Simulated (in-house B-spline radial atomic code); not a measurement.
A calculation on the lead ion Pb²⁺ (with a hole in an inner shell): its settings, and results tabulated from the run. Computed with an all-electron radial atomic-structure program (B-spline basis): Dirac-Kohn-Sham PBE0, spherical fractional occupations, Fermi nucleus of rms radius 5.5012 fm.

In the input, a minus or plus after the letter marks the j = l - 1/2 or j = l + 1/2 subshell.

Command:
```bash
python run_scf.py task.json out
```
Settings (nuclear radius in fm, mass in u):
```
Z                82
configuration    1s2 2s2 2p-1 2p+4 3s2 3p6 3d10 4s2 4p6 4d-3 4d+6 4f14 5s2 5p6 5d10 6s2 6p2
hamiltonian      dirac
method           pbe0
spin_polarised   False
nucleus          fermi
rms_radius       5.5012
atomic_mass      207.97665
speed_of_light   137.035999084
```

Output (hartree, bohr):
```
 radial grid: 81 intervals, B-splines of order 8, outer radius 60 bohr

 iter        energy (Eh)    residual
    1      -20339.663564    6.41e-01
    2      -20340.474654    3.21e-01
    3      -20342.360552    2.98e-02
    4      -20342.364973    1.24e-02
    5      -20342.365811    2.07e-03
    6      -20342.365843    2.51e-04
    7      -20342.365844    1.68e-05
    8      -20342.365844    4.12e-06
    9      -20342.365844    6.66e-07

 total energy                    -20342.36584
 kinetic                           23529.6346
 electron-nucleus                 -51245.1604
 Hartree                            7746.7005
 exact exchange                      -90.1665
 exchange-correlation               -283.3741

 first-order corrections (not in the total)
   Gaunt                            25.2256
   retardation                      -2.6710
   frequency dependence             -0.5633
   self-energy                      20.9512
   Uehling                          -4.4392
   Wichmann-Kroll                    0.2040
   recoil                            0.0340

 orbital      occ     eigenvalue          <r>       <r^2>       <1/r>       r_max    small
 1s1/2      2.000     -3255.9481    0.0160468 0.000357038     101.291    0.009843  9.79e-02
 2s1/2      2.000      -591.1377    0.0666089  0.00531603     25.1784     0.05719  2.28e-02
 2p1/2      1.000      -567.9098    0.0546034   0.0037356     25.1184     0.04182  2.28e-02
 2p3/2      4.000      -488.1938    0.0633948  0.00489177      20.077     0.04945  2.02e-02
 3s1/2      2.000      -144.9807     0.172423   0.0341549     9.28445      0.1602  7.74e-03
 3p1/2      2.000      -134.8481     0.162657   0.0309173     9.20854       0.149  7.70e-03
 3p3/2      4.000      -116.4554     0.178658   0.0370765     7.87194      0.1643  6.90e-03
 3d3/2      4.000       -99.6653     0.154679   0.0280744     7.78952      0.1271  6.81e-03
 3d5/2      6.000       -95.7156     0.159516   0.0297314     7.49238      0.1313  6.60e-03
 4s1/2      2.000       -34.7246      0.37889    0.162115     3.95946      0.3588  2.69e-03
 4p1/2      2.000       -30.1872     0.379035    0.163528     3.85764      0.3555  2.60e-03
 4p3/2      4.000       -25.6408     0.411915    0.192766     3.40253       0.386  2.30e-03
 4d3/2      3.000       -18.0727     0.413895    0.197685     3.21777      0.3756  2.11e-03
 4d5/2      6.000       -17.3317     0.424035    0.207253     3.11672      0.3847  2.03e-03
 4f5/2      6.000        -7.4407     0.430138    0.219807     2.80378      0.3374  1.69e-03
 4f7/2      8.000        -7.2583     0.435743    0.225418     2.76403      0.3417  1.66e-03
 5s1/2      2.000        -6.9879     0.829042    0.769309     1.67277      0.7717  7.51e-04
 5p1/2      2.000        -5.3614     0.877966    0.867543     1.55983      0.8041  6.69e-04
 5p3/2      4.000        -4.4438     0.959336      1.0359     1.39363      0.8745  5.73e-04
 5d3/2      4.000        -2.0753      1.15141     1.52151      1.1421      0.9891  4.01e-04
 5d5/2      6.000        -1.9561      1.18675     1.61693       1.103       1.016  3.78e-04
 6s1/2      2.000        -1.2700      2.01728     4.55636    0.640571       1.803  1.40e-04
 6p1/2      0.667        -0.8417      2.35383     6.23766    0.542028       2.058  1.00e-04
 6p3/2      1.333        -0.7334      2.59358     7.56144    0.485928       2.272  8.21e-05
```

Run time, properties included: 1.5 s on 1 thread of Arm Neoverse V2, with other jobs on the host.

For the Dirac Hamiltonian the kinetic term is c α·p + (β - 1)c².

Caution: exact exchange at fractional occupations of open shells leaves self-interaction of up to several eV.
